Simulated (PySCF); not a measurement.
Low-lying terms of B⁺ (boron, charge +1)

Ground state [He] 2s2, ¹S. Calculation: PySCF 2.14, in aug-cc-pwCVTZ with one added diffuse shell each of s, p, d, f type (8s7p5d3f, 75 functions); the non-relativistic Hamiltonian (point nucleus). Vertical excitation energies in eV without spin-orbit coupling; excited terms of each kind are numbered among those the solver found. Frozen: nothing.

```csv
term,leading excitation,EOM-EE-CCSD,measured centre of gravity (NIST)
1 3P°,2s → p,4.618,4.631 (2s2p)
1 1P°,2s → p,9.146,9.100 (2s2p)
1 3S,2s → s,16.084,16.090 (2s3s)
2 3P°,2s → p,17.894,n/a
2 1P°,2s → p,17.919,n/a
1 3D,2s → d,18.666,n/a
1 1D,2s → d,19.193,n/a
```

Only the lower part of the computed list is shown. Doubly excited terms such as np² are absent. The solver can miss terms. Rydberg members are limited by the diffuse functions of the basis.
